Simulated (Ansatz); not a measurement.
Tl2H2, relaxed as a triplet with UKS PBE0-D4/def2-TZVP in Ansatz, starting from the PBE0-D4/def2-TZVP geometry of the neutral singlet. Force threshold 0.02 eV/Å.

In the def2 sets Tl takes a core potential; there is no spin–orbit coupling. The relaxation made no stability test and no search for a lower SCF solution. At PBE0-D4/def2-TZVP a singlet of charge 0 lies 1.79 eV below the triplet, each at its own geometry. The structure comes from a short search, and lower isomers may exist.

Start:

```xyz
4

Tl   -1.547   -0.733   -0.191
Tl    1.547    0.733    0.192
H     0.493   -0.842   -0.758
H    -0.493    0.842    0.758
```

```tsv
step	energy (eV)	largest force component (eV/Å)	SCF passes
1	-9419.2747	1.232	17
2	-9419.6027	0.223	24
3	-9419.6172	0.056	21
4	-9419.6182	0.004	20
```

Force components are those of the run's own axes.

End:

```xyz
4

Tl   -1.363   -0.646   -0.169
Tl    1.363    0.646    0.169
H     0.540   -0.923   -0.831
H    -0.540    0.923    0.831
```

By distances, no bond broke or formed. The bond that changes most is Tl2–H4, from 2.12 to 2.03 Å (atoms count from 1).

No frequencies were taken in this run, so the end may be a saddle point.

Run time 4.5 s (4 threads of Arm Neoverse V2 on a shared host).
